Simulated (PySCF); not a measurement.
Cl4Si (SMILES Cl[Si](Cl)(Cl)Cl), singlet, geometry from GFN2-xTB. Base run: PySCF with CCSD/STO-3G.

The PySCF input:
```python
from pyscf import gto, scf, cc

mol = gto.Mole()
mol.atom = '''
    Si   -0.000000    0.000000    0.000000
    Cl    1.154087    1.151220    1.183261
    Cl   -1.188553   -1.157440    1.142368
    Cl    1.171487   -1.168380   -1.148842
    Cl   -1.137021    1.174600   -1.176787
'''
mol.basis = 'sto-3g'
mol.charge = 0
mol.spin = 0
mol.verbose = 4
mol.build()

mf = scf.RHF(mol)
mf.kernel()

mycc = cc.CCSD(mf)
mycc.kernel()
print('E(CCSD) = %.10f' % mycc.e_tot)
```

Variants of this job, named by their change:

```
change                                ΔE vs base (kcal/mol)  MP2 correlation (Eh)  CC correlation without the perturbative part (Eh)  basis functions
------------------------------------  ---------------------  --------------------  -------------------------------------------------  ---------------
base                                                  0.000              -0.05495                                           -0.06585               45
cc.level_shift = 0.2                                  0.000              -0.05495                                           -0.06585               45
cc.iterative_damping = 0.8                            0.000              -0.05495                                           -0.06585               45
method = cisd                                          0.98                     -                                                  -               45
density fitting = JK and correlation                  -0.75              -0.05495                                           -0.06585               45
frozen = 25                                            2.46              -0.05054                                           -0.06193               45
cc.conv_tol = 1e-5                                    0.000              -0.05495                                           -0.06585               45
cc.diis_space = 3                                     0.000              -0.05495                                           -0.06585               45
frozen = 24                                            2.15              -0.05109                                           -0.06242               45
frozen = 26                                            5.56              -0.04683                                           -0.05699               45
```
